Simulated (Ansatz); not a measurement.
Consider the redistribution: `NB(Cl)Br` + `O=C=[N][GaH][Cl]` → `NBBr` + `O=C=[N][Ga]([Cl])[Cl]`.

Calculated with Ansatz (gas phase, PBE0-D4/def2-TZVP geometries, no zero-point term in ΔE). CCSD(T)/CBS adds triple-zeta CCSD(T) − MP2 to the extrapolated MP2 energy (def2 sets, frozen cores). Functionals use def2-TZVPP. For Br, Ga outer-core shells are correlated without core-valence functions, which leaves a few kJ/mol of doubt a bond. Scalar relativity is left out up to krypton. Each species was taken in one conformer, which may not be the lowest.

```
                species  PBE-D4 energy (Eh)
             `NB(Cl)Br`         -3114.66436
     `O=C=[N][GaH][Cl]`         -2553.25685
                 `NBBr`         -2655.18063
`O=C=[N][Ga]([Cl])[Cl]`         -3012.74848
```

Question: Work out ΔE.

Answer: ΔE = (-2655.18063) + (-3012.74848) − (-3114.66436) − (-2553.25685) = -0.00790 Eh = -20.7 kJ/mol. CCSD(T)/CBS gives -29.4 kJ/mol.

Question: What do rigid-rotor, harmonic-oscillator terms from PBE0-D4/def2-TZVP frequencies (298.15 K, 1 bar) make of the CCSD(T)/CBS value? (Estimate.)

Answer: Ansatz gave: ΔZPE = +4.7 kJ/mol, ΔH = -23.8 kJ/mol, ΔS = 3 J/(mol·K), ΔG = -24.8 kJ/mol. Modes under 50 cm⁻¹ make the entropy rough.

Largest T1 diagnostic among the species: 0.015.

From r2SCAN to r2SCAN0 (25 % exact exchange), in def2-TZVPP and without D4, ΔE moves by −3.1 kJ/mol. In def2-TZVPP, CCSD(T) changes the Hartree–Fock value by +13.7 kJ/mol (the triples alone add +1.6 kJ/mol) and MP2 by +16.0 kJ/mol.
